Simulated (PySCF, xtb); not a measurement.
CH₆ClNO₂Si, SMILES NC[Si](O)(O)Cl.

GFN2-xTB run with xtb at its own geometry gives an orbital gap of 5.95 eV and a dipole moment of 2.44 D.

Geometry optimised at B3LYP-D3(BJ)/def2-SVP. The structure was generated by enumeration, and PubChem lists no compound with its InChIKey, so it may never have been made. Other conformers were not sampled.

### Question
What does CAM-B3LYP/def2-TZVP (PySCF) give? (The exact figures need the calculation; the answer reports its results.)

### Answer
gap 9.42 eV (levels -8.19 and 1.23 eV), dipole 1.74 D.
